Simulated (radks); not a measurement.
Q: The neodymium ion Nd5+ is in [Xe] 4f(5/2: 1, 7/2: 0). Method: Dirac Kohn-Sham, BLYP, spin-unpolarised, spherical densities, finite nucleus; Fermi nuclear charge, rms radius of each element as measured or else 0.836 A^(1/3) + 0.57 fm; computed with a radial shooting solver on a logarithmic mesh with Libxc functionals. Sub-shells are occupied by j as written (lower j first in brackets). One electron is removed from 5s1/2, 5p3/2, 5p1/2, 4f5/2 in turn, with full relaxation. Which removal costs least, and what does each cost?

A: 4f5/2 82.461 eV; 5p3/2 83.765 eV; 5p1/2 88.201 eV; 5s1/2 107.32 eV. The 4f5/2 electron leaves first.
